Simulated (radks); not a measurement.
Values are calculated unless marked as measured or tabulated.
Task: All-electron atom: Cl3+ in [Ne] 3s2 3p2. Code: a radial shooting solver on a logarithmic mesh with Libxc functionals. Model: Dirac Kohn-Sham, BLYP, spin-unpolarised, spherical densities, finite nucleus; open shells are shared between the two j in proportion to 2j + 1; Fermi nuclear charge, rms radius 3.3654 fm. Some entries of the table are withheld. Estimate them.

orbital      occ.  eigenvalue (hartree)  <r> (bohr)  <r^2> (bohr^2)
1s1/2           2             -102.8656     0.09096         0.01113
2s1/2           2                   (1)      0.4435          0.2337
2p1/2           2              -8.74311      0.4041             (2)
2p3/2           4              -8.68023      0.4064             (3)
3s1/2           2              -2.15788       1.395           2.229
3p1/2    0.666667              -1.65796       1.515           2.668
3p3/2     1.33333              -1.65109       1.521           2.686

Result: 
(1) 2s1/2 eigenvalue (hartree): -10.93094
(2) 2p1/2 <r^2> (bohr^2): 0.2035
(3) 2p3/2 <r^2> (bohr^2): 0.2057
